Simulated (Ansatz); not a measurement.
Problem. Name a neutral molecule of C, Cl, N, Si and H with zero-point energy (PBE0-D4/def2-TZVP) between 232 and 248 kJ/mol and HOMO energy (B3LYP/def2-TZVPP) between -7.00 and -6.70 eV (Ansatz, PBE0-D4/def2-TZVP geometry).

Solution. `NC[SiH2][SiH2]Cl` (238.2 kJ/mol, -6.83 eV). Other molecules can fit too; these were computed, each in one conformer that needn't be the lowest.

B3LYP here is the variant with VWN-RPA as its local correlation; programs differ in this.
